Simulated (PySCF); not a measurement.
## Ru: excitation energy

Ru [Kr] 4d7 5s1 (5F) → Ru [Kr] 4d7 5p1 (high-spin determinant), as a difference of total energies. Calculation: PySCF 2.14, in def2-TZVPP with the def2 core potential (28 electrons); scalar relativity through the core potential. Correlated levels: valence and next inner shell: nothing frozen outside the core potential. The calculations carry no spin-orbit coupling.

| method | excitation energy (eV) |
| --- | --- |
| UHF | 3.024 |
| MP2 (valence and next inner shell) | 3.609 |
| SCS-MP2 (valence and next inner shell) | 3.469 |
| CCSD (valence and next inner shell) | 3.474 |
| CCSD(T) (valence and next inner shell) | 3.476 |

Task: How much does correlation contribute at CCSD(T) (valence and next inner shell)?

Result: 3.476 − (3.024) = 0.452 eV, measured against UHF.

The basis was made for the ground configuration and has no added diffuse functions, so the excitation energy can come out too high.

The determinant of the upper state mixes LS terms, which raises its energy above the lowest term, most at the Hartree-Fock and MP2 levels.
